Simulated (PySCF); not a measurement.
A PySCF script (with the pyscf-properties extension) for the NMR shieldings of SMILES F[C@]1(CC)CS[SiH2][C@H]1C, C$_{6}$H$_{13}$FSSi, on a GFN2-xTB geometry:

```python
import basis_set_exchange as bse
import numpy as np
from pyscf import gto, dft
from pyscf.prop import nmr

atoms = """
C     2.596710    0.270564    0.146400
C     1.117953    0.623315    0.274419
C     0.197271   -0.239801   -0.590598
F     0.522385    0.014947   -1.928872
C     0.390227   -1.741375   -0.386356
S    -0.253195   -2.252302    1.241032
Si   -1.816313   -0.785987    1.222583
C    -1.291580    0.077822   -0.390966
C    -1.632248    1.562338   -0.460566
H     2.820997   -0.679468    0.624801
H     3.197637    1.039197    0.626642
H     2.880830    0.216321   -0.902245
H     0.980487    1.659232   -0.039074
H     0.801996    0.531987    1.315793
H    -0.155854   -2.286786   -1.157756
H     1.436759   -2.030715   -0.432846
H    -3.127269   -1.413446    1.115029
H    -1.687277    0.068894    2.396231
H    -1.807697   -0.411203   -1.226853
H    -2.712492    1.686040   -0.491172
H    -1.257866    2.103103    0.405117
H    -1.211870    2.006707   -1.361593
"""
names = dict.fromkeys(["C", "F", "S", "Si", "H"], "pcSseg-1")
basis = {el: gto.basis.parse(bse.get_basis(n, elements=[el], fmt="nwchem")) for el, n in names.items()}
mol = gto.M(atom=atoms, basis=basis, charge=0, verbose=0)
mf = dft.RKS(mol, xc="PBE0")
mf.grids.level = 2
mf.grids.alignment = dft.numint.BLKSIZE   # the property module wants whole blocks of grid points
mf.conv_tol = 1e-9
mf.kernel()

calc = nmr.RKS(mf)   # GIAO
C = mf.mo_coeff
Co = C[:, mf.mo_occ > 0]
resp = mf.gen_response(singlet=True, hermi=2)
def vind(x):   # induced exchange potential for any number of trial vectors
    d = np.einsum("pi,xij,qj->xpq", C, 2 * x.reshape(-1, C.shape[1], Co.shape[1]), Co, optimize=True)
    return np.einsum("xpq,pi,qj->xij", resp(d - d.transpose(0, 2, 1)), C, Co, optimize=True).ravel()
mo1, _ = nmr.rhf.solve_mo1(calc, with_cphf=vind)
sigma = calc.kernel(mo1)
for i, s in enumerate(sigma):   # ppm
    w = np.linalg.eigvalsh((s + s.T) / 2)
    print("%2d %-2s iso %8.1f  s11 %8.1f  s22 %8.1f  s33 %8.1f" % (i, mol.atom_pure_symbol(i), w.mean(), *w))
```

**Question.** What are the results?

**Answer.** 
```
 0 C  iso    178.2  s11    170.3  s22    176.4  s33    188.0
 1 C  iso    160.3  s11    152.2  s22    158.1  s33    170.6
 2 C  iso     81.6  s11     48.9  s22     62.2  s33    133.6
 3 F  iso    362.7  s11    302.4  s22    361.0  s33    424.6
 4 C  iso    146.9  s11    113.6  s22    153.3  s33    173.7
 5 S  iso    719.7  s11    569.3  s22    661.8  s33    927.9
 6 Si iso    362.8  s11    332.4  s22    346.5  s33    409.4
 7 C  iso    153.1  s11    135.0  s22    143.9  s33    180.3
 8 C  iso    176.2  s11    167.8  s22    175.0  s33    185.8
 9 H  iso     30.7  s11     24.8  s22     30.6  s33     36.5
10 H  iso     30.7  s11     25.3  s22     27.7  s33     39.0
11 H  iso     30.5  s11     25.2  s22     29.3  s33     37.0
12 H  iso     30.0  s11     23.4  s22     31.9  s33     34.8
13 H  iso     30.0  s11     25.5  s22     31.1  s33     33.5
14 H  iso     28.7  s11     23.2  s22     27.6  s33     35.2
15 H  iso     28.7  s11     24.0  s22     27.6  s33     34.5
16 H  iso     26.8  s11     22.9  s22     24.2  s33     33.4
17 H  iso     27.1  s11     24.2  s22     24.4  s33     32.8
18 H  iso     29.9  s11     25.9  s22     28.9  s33     34.8
19 H  iso     30.6  s11     25.2  s22     27.9  s33     38.7
20 H  iso     30.7  s11     26.2  s22     29.6  s33     36.4
21 H  iso     30.1  s11     24.9  s22     28.5  s33     36.9
```

These numbers come from an equivalent density-fitted implementation of the same equations, which agrees with the script to about 0.01 ppm for H and up to a few tenths of a ppm for heavy atoms, so last digits may differ.

**Question.** Turn these shieldings into chemical shifts. δ = σ(ref) − σ, references computed at the same level: 13C (σ = 186.93 ppm), 29Si (σ = 349.16 ppm), 1H (σ = 31.72 ppm) against TMS; 19F (σ = 170.95 ppm) against CFCl3; 33S (σ = 503.73 ppm) against CS2.

**Answer.** Averaging equivalent atoms: C 2: 105.4; C 4: 40.1; C 7: 33.8; C 1: 26.6; C 8: 10.7; C 0: 8.7; F 3: -191.7; S 5: -216; Si 6: -13.6; H 16: 4.89; H 17: 4.57; H 14: 3.05; H 15: 3.01; H 18: 1.86; H 13: 1.70; H 12: 1.69; H 19/20/21: 1.23; H 9/10/11: 1.11 ppm. Unscaled 19F shifts against computed CFCl3 carry errors that often reach 10 to 50 ppm.

Size and cost of the density-fitted run: 232 basis functions, 96 s wall time on 1 thread of an Arm Neoverse N1, shared host; peak memory 1.1 GiB.
